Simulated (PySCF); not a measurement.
# Excitation energy of Mn⁺ by level of theory

Mn⁺ [Ar] 3d5 4s1 (7S) → Mn⁺ [Ar] 3d6 (5D), as a difference of total energies. Calculation: PySCF 2.14, in aug-cc-pwCVTZ (10s9p7d4f3g, 127 functions); the non-relativistic Hamiltonian (point nucleus). Correlated levels: valence: [Ar] frozen; valence and next inner shell: [Ne] frozen; nothing frozen. The calculations carry no spin-orbit coupling.

| method | excitation energy (eV) |
| --- | --- |
| UHF | 3.229 |
| LDA | 1.214 |
| PBE | 1.205 |
| PBE0 | 1.507 |
| r2SCAN | 1.771 |
| r2SCAN0 | 1.909 |
| B97-3 | 1.159 |
| M06-2X | 1.241 |
| MP2 (valence) | 1.727 |
| SCS-MP2 (valence) | 1.210 |
| MP2 (valence and next inner shell) | 1.434 |
| SCS-MP2 (valence and next inner shell) | 1.182 |
| MP2 (all electrons) | 1.423 |
| SCS-MP2 (all electrons) | 1.180 |

**Question.** How much does correlation contribute at MP2 (all electrons)?

**Answer.** 1.423 − (3.229) = -1.806 eV, measured against UHF.

These non-relativistic numbers lack the scalar-relativistic shift.

Errors of the correlated levels include the incompleteness of this basis and the frozen core.

For comparison: 1.808 eV (measured; NIST levels, between the centres of gravity of the two terms).
